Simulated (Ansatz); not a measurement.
`NN[SiH3]` + `[OH][GeH2][F]` → `[F][GeH2][O][SiH3]` + `NN`  (ligand exchange at the Si–N bond)

Calculated with Ansatz (gas phase, PBE0-D4/def2-TZVP geometries, no zero-point term in ΔE). CBS: MP2 limit from def2 TZ/QZ plus the TZ coupled-cluster correction, frozen cores. This one scheme is used for every species. DFT in def2-TZVPP. For Ge outer-core shells are correlated without core-valence functions, which leaves a few kJ/mol of doubt a bond. Scalar relativity is left out up to krypton. Each species was taken in one conformer, which may not be the lowest.

```tsv
species	BLYP-D4 energy (Eh)
`NN[SiH3]`	-402.60021
`[OH][GeH2][F]`	-2254.05320
`[F][GeH2][O][SiH3]`	-2544.79080
`NN`	-111.88293
```

Work out ΔE.

ΔE = (-2544.79080) + (-111.88293) − (-402.60021) − (-2254.05320) = -0.02032 Eh = -12.8 kcal/mol. CCSD(T)/CBS gives -14.4 kcal/mol.

What do rigid-rotor, harmonic-oscillator terms from PBE0-D4/def2-TZVP frequencies (298.15 K, 1 bar) make of the CCSD(T)/CBS value? (Estimate.)

Ansatz gave: ΔZPE = +1.1 kcal/mol, ΔH = -13.3 kcal/mol, ΔS = -4 J/(mol·K), ΔG = -13.1 kcal/mol. Modes under 50 cm⁻¹ make the entropy rough.

Largest T1 diagnostic among the species: 0.012.

In def2-TZVPP, CCSD(T) changes the Hartree–Fock value by +2.9 kcal/mol (the triples alone add +0.4 kcal/mol) and MP2 by +3.2 kcal/mol. From PBE to PBE0 (25 % exact exchange), in def2-TZVPP and without D4, ΔE moves by −1.2 kcal/mol.
